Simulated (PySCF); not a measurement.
SMILES C[Si](C)(C)[Mg][Cl] (GFN2-xTB optimised geometry):

```
15

Mg    -1.039    -0.100     0.000
Cl    -3.202    -0.053    -0.008
Si     1.441    -0.100     0.000
C      2.105     1.628    -0.494
C      2.114    -1.388    -1.249
C      2.113    -0.533     1.741
H      3.192     1.658    -0.501
H      1.761     1.908    -1.487
H      1.760     2.391     0.201
H      1.768    -1.172    -2.257
H      1.778    -2.391    -0.994
H      3.202    -1.402    -1.270
H      1.777    -1.519     2.055
H      1.766     0.184     2.482
H      3.201    -0.532     1.767
```

Calculation: PBE0/def2-TZVP (PySCF).

Task: What are the frontier orbital energies and the dipole moment?

Result: HOMO-2 -8.44 eV, HOMO-1 -8.44 eV, HOMO -6.71 eV, LUMO -0.78 eV, LUMO+1 -0.74 eV; dipole moment 2.87 D.

On the same geometry PBE/def2-TZVP run with PySCF gives HOMO-2 -7.04 eV, HOMO-1 -7.04 eV, HOMO -5.72 eV, LUMO -1.44 eV, LUMO+1 -1.40 eV; dipole moment 2.91 D.

Meta-Löwdin charges at PBE0/def2-TZVP: Mg1 1.18, Cl2 -0.79, Si3 0.26, C4 -0.59, C5 -0.59, C6 -0.59, H7 0.12, H8 0.12, H9 0.12, H10 0.12, H11 0.12, H12 0.12, H13 0.12, H14 0.12, H15 0.12.
